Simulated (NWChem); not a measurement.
# ZnH₂S₂; SMILES [SH][Zn][SH]

```xyz
5

Zn     0.0000     0.0000    -0.0238
S     -0.0307    -2.1755    -0.0343
H      0.9381    -2.2567     0.9064
S      0.0307     2.1755    -0.0343
H     -0.9381     2.2567     0.9064
```
Atoms are numbered in this order, from 1.

Computed with NWChem. Geometry: optimised at PBE0/def2-SVP.

**Question.** Estimate the computed values for B3LYP/aug-cc-pVDZ. Quantities: highest occupied level (eV); orbital gap (eV); dipole (D).

**Answer.** The highest occupied level (eV) comes out as -7.31, the orbital gap (eV) is 5.76 and the dipole (D) is 0.88.
